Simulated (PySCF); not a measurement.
**Stationary points of WO2(OH)**

These are results of PySCF, PBE0, basis W def2-TZVP with ECP60, O def2-TZVP, H def2-TZVP (scalar-relativistic core potentials, no spin–orbit coupling, density fitting), not measurements.

Relaxations began from a few typed shapes; open shells are unrestricted. The search is not exhaustive: other isomers or separated fragments can lie lower, and high-lying points may rest on an excited occupation.

(1) Order these stationary points by electronic energy, lowest first, in kJ/mol from the lowest minimum.
A. doublet C1: O–H 0.959 Å, W–O 1.705 Å (×2), W–O 1.881 Å; H–O–W 132.7°, O–W–O 111.8°, O–W–O 117.3°, O–W–O 120.8°
B. doublet Cs: O–H 0.959 Å, W–O 1.709 Å (×2), W–O 1.888 Å; H–O–W 134.4°, O–W–O 113.6°, O–W–O 120.9°, O–W–O 125.6°

(2) Which of them are minima?

## Answers

(1) A (0.0), B (3.1).

(2) By energy in kJ/mol, 0.0: minimum; 3.1: saddle point, 1 imaginary mode.

For the lowest minimum: with open d or f shells other occupations or spin states may lie lower. No spin–orbit coupling is included, which matters more the heavier the element.
